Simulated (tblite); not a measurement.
C5H9NOSi2.
Bonds: Si1–N2, N2–Si3, Si3–C4, C4–C5, C5–C6 (aromatic), C6–C7 (aromatic), C7–O8 (aromatic), O8–C9 (aromatic), N2–C9, C5–C9 (aromatic). Hydrogens: H10, H11, H12 on Si1; H13, H14 on Si3; H15, H16 on C4; H17 on C6; H18 on C7.

Computed with GFN2-xTB (tblite), gas phase: L-BFGS steps from a force-field or distance-geometry start until the largest atomic force falls under 0.01 eV/Å.

Step 100: E = -701.8792 eV
```
atom  x, y, z in Å  |  force x, y, z in eV/Å
Si1     2.2984   -1.3619   -0.0302   -0.006  -0.004   0.015
N2      1.0752   -0.1290   -0.1143    0.007  -0.005   0.029
Si3     1.1194    1.6331   -0.1464    0.037  -0.022   0.008
C4     -0.7816    1.8704   -0.0564    0.005   0.000  -0.013
C5     -1.2356    0.4494    0.0298   -0.009   0.008  -0.017
C6     -2.4439   -0.2809    0.1459    0.003  -0.006   0.030
C7     -2.0828   -1.5938    0.1804   -0.019  -0.005  -0.049
O8     -0.7244   -1.7342    0.0831   -0.008   0.027   0.024
C9     -0.2466   -0.4886   -0.0053   -0.002   0.021   0.009
H10     1.9612   -2.4077   -0.9957    0.008   0.016   0.000
H11     3.5294   -0.6522   -0.3706   -0.005   0.003   0.003
H12     2.3432   -1.9045    1.3335   -0.001   0.000  -0.036
H13     1.7179    2.0661   -1.4076    0.017  -0.003  -0.032
H14     1.8625    2.1139    1.0198   -0.023   0.008   0.002
H15    -1.1910    2.3635   -0.9402   -0.007  -0.002   0.005
H16    -1.1148    2.4474    0.8073    0.012   0.000   0.011
H17    -3.4398    0.1099    0.2051   -0.002  -0.012  -0.004
H18    -2.6554   -2.4947    0.2502   -0.007  -0.026   0.013
```

Step 101: E = -701.8796 eV
```
atom  x, y, z in Å  |  force x, y, z in eV/Å
Si1     2.2967   -1.3631   -0.0283   -0.006   0.007  -0.014
N2      1.0763   -0.1274   -0.1146    0.009  -0.001   0.027
Si3     1.1202    1.6345   -0.1494    0.020  -0.021  -0.001
C4     -0.7815    1.8711   -0.0571    0.005   0.003   0.002
C5     -1.2350    0.4500    0.0310    0.000   0.007  -0.036
C6     -2.4420   -0.2821    0.1480    0.000   0.004   0.030
C7     -2.0797   -1.5945    0.1819   -0.019  -0.001  -0.049
O8     -0.7215   -1.7332    0.0821   -0.005   0.020   0.029
C9     -0.2455   -0.4870   -0.0068    0.006   0.011   0.021
H10     1.9664   -2.4002   -1.0057    0.008   0.013   0.000
H11     3.5320   -0.6539   -0.3555   -0.010   0.001   0.010
H12     2.3249   -1.9159    1.3302    0.005  -0.005  -0.016
H13     1.7151    2.0642   -1.4135    0.018  -0.001  -0.026
H14     1.8629    2.1184    1.0157   -0.019   0.008   0.001
H15    -1.1940    2.3653   -0.9385   -0.003  -0.008  -0.009
H16    -1.1137    2.4480    0.8069    0.016   0.000   0.021
H17    -3.4379    0.1073    0.2073   -0.020  -0.005   0.001
H18    -2.6523   -2.4951    0.2547   -0.004  -0.032   0.009
```

**Question.** Estimate the geometry and energy of step 102. (The exact step hangs on the optimiser's Hessian estimate; all steps are aligned on step 101, rigid shifts and turns removed.)

**Answer.** E = -701.8800 eV, largest force 0.043 eV/Å
```
atom  x, y, z in Å  |  force x, y, z in eV/Å
Si1     2.2952   -1.3639   -0.0261   -0.003   0.010  -0.030
N2      1.0774   -0.1261   -0.1151    0.002   0.002   0.026
Si3     1.1213    1.6353   -0.1534   -0.001  -0.011  -0.014
C4     -0.7813    1.8719   -0.0570    0.008   0.005   0.014
C5     -1.2346    0.4507    0.0319    0.003   0.007  -0.042
C6     -2.4403   -0.2831    0.1507   -0.007   0.012   0.019
C7     -2.0775   -1.5953    0.1817   -0.015   0.001  -0.036
O8     -0.7192   -1.7320    0.0808   -0.003   0.005   0.028
C9     -0.2445   -0.4853   -0.0081    0.013  -0.002   0.029
H10     1.9731   -2.3925   -1.0150    0.008   0.008  -0.001
H11     3.5345   -0.6545   -0.3388   -0.014  -0.001   0.016
H12     2.3065   -1.9269    1.3277    0.010  -0.008  -0.006
H13     1.7118    2.0612   -1.4217    0.016  -0.001  -0.014
H14     1.8640    2.1226    1.0098   -0.014   0.009   0.001
H15    -1.1973    2.3674   -0.9357    0.001  -0.010  -0.019
H16    -1.1116    2.4480    0.8085    0.020  -0.001   0.024
H17    -3.4365    0.1049    0.2101   -0.030   0.000   0.005
H18    -2.6498   -2.4961    0.2580    0.004  -0.026   0.003
```

The energy changes by -0.0004 eV. The first-order estimate −F·Δx gives -0.0005 eV and the mean of the old and new forces, exact on a quadratic surface, -0.0004 eV. The step makes an angle of 83° with the force vector and moves no atom by more than 0.022 Å.

What follows is the cost of the whole relaxation. Hardware: an Arm Neoverse N1 with one thread (shared host). Cost: 2.1 s of wall time.
